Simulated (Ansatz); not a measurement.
CH2FGaO, SMILES `O=[CH][GaH][F]`. The species carries charge 0 and has multiplicity 1. The geometry is a stationary point of PBE0-D4/def2-TZVP. It is one conformer, not always the lowest.

```xyz
6

O     0.496    1.310    1.479
C     0.355    0.995    0.327
Ga   -0.305   -0.862   -0.158
F    -0.430   -1.096   -1.900
H     0.588    1.726   -0.481
H    -0.704   -2.073    0.734
```

**Question.** What is the dipole moment at B3LYP/def2-TZVPP? (Best estimate.)

**Answer.** The calculation gave: 0.31 D, with components (-0.04, -0.11, 0.28) D in this frame, pointing from negative to positive charge.

**Question.** And with PBE, r2SCAN, ωB97M-V? (Best estimate.)

**Answer.** The calculation gave: PBE 0.32 D, r2SCAN 0.29 D, ωB97M-V 0.33 D.

**Question.** Give the Mulliken charges with B3LYP, ωB97M-V, PBE in def2-TZVPP. (An estimate is asked.)

**Answer.** Ansatz gave: 
| atom | B3LYP | ωB97M-V | PBE |
| --- | --- | --- | --- |
| O1 | -0.22 | -0.23 | -0.18 |
| C2 | -0.01 | -0.04 | 0.00 |
| Ga3 | 0.55 | 0.56 | 0.46 |
| F4 | -0.39 | -0.39 | -0.34 |
| H5 | 0.10 | 0.11 | 0.08 |
| H6 | -0.03 | 0.00 | -0.02 |

B3LYP here is the variant with VWN-RPA as its local correlation; programs differ in this.
